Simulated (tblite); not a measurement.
C8H12Sn, singlet, geometry from GFN2-xTB (such geometries of metal compounds can be far from the true shape); tblite with GFN1-xTB.

The tblite input:
```
$ tblite run mol.xyz --method gfn1 --charge 0 --spin 0 --efield 0,0,0.1 --json tblite.json --no-restart

# file mol.xyz
21

C     -2.34956217     1.98384491    -0.10175669
C     -1.31431038     1.62809920     0.63354554
Sn     0.11122402     0.07558467     0.09454479
C     -0.30611682    -1.70543337     1.27356854
C     -1.40849447    -1.90148357     1.97024161
C     -0.05378305    -0.38416470    -2.02350741
C     -0.48326960    -1.52892442    -2.51764415
C      2.12594803     0.77630803     0.52546259
C      3.14597075     0.69349121    -0.30643983
H     -2.56400531     1.52412988    -1.05263064
H     -3.03546011     2.75783006     0.21275599
H     -1.14440948     2.12330475     1.58003164
H      0.45915531    -2.46966498     1.26446482
H     -2.19855318    -1.16972481     2.01274545
H     -1.57413943    -2.80792449     2.53531719
H      0.23777051     0.40764976    -2.70055144
H     -0.78748174    -2.34847672    -1.88748130
H     -0.55216069    -1.70204623    -3.58252119
H      2.27726639     1.21717371     1.50148224
H      4.12960787     1.05481756    -0.04166517
H      3.05291553     0.26327375    -1.29000798
```

Task: What does tblite print? Leave out banner, timings and long lists.

Result: 
```
xTB calculator
 | screened Coulomb repulsion
 | Coulomb electrostatics
 |  * isotropic Klopman-Ohno-Mataga-Nishimoto electrostatics
 |  * onsite third-order electrostatics
 | DFT-D3(BJ) dispersion correction
 | Interactions (1)
 | [1] electric field

halogen bonding energy    0.0000000000000E+00 Eh
repulsion energy          4.3594628747476E-01 Eh
dispersion energy        -9.9493617556962E-03 Eh
interaction energy        0.0000000000000E+00 Eh
number of electrons       4.8000000000000E+01 e
integral cutoff           2.8182813135037E+01 bohr

------------------------------------------------------------
  cycle        total energy    energy error   density error
------------------------------------------------------------
      1     -25.67433202387  -2.6100329E+01   3.7915134E-01
      2     -25.67950166524  -5.1696414E-03   2.2537608E-01
      3     -25.67945113754   5.0527703E-05   7.3126542E-03
      4     -25.67951498551  -6.3847970E-05   1.1676459E-03
      5     -25.67952486791  -9.8823986E-06   2.1726488E-04
      6     -25.67952498637  -1.1845848E-07   4.9944952E-05
      7     -25.67952498882  -2.4492337E-09   2.2479094E-05
      8     -25.67952498925  -4.2998494E-10   8.4978355E-06
------------------------------------------------------------

electronic energy        -2.6105521914964E+01 Eh
total energy             -2.5679524989245E+01 Eh

Post processing:
 | Mayer-Wiberg bond orders

[Info] JSON dump of results written to 'tblite.json'
```
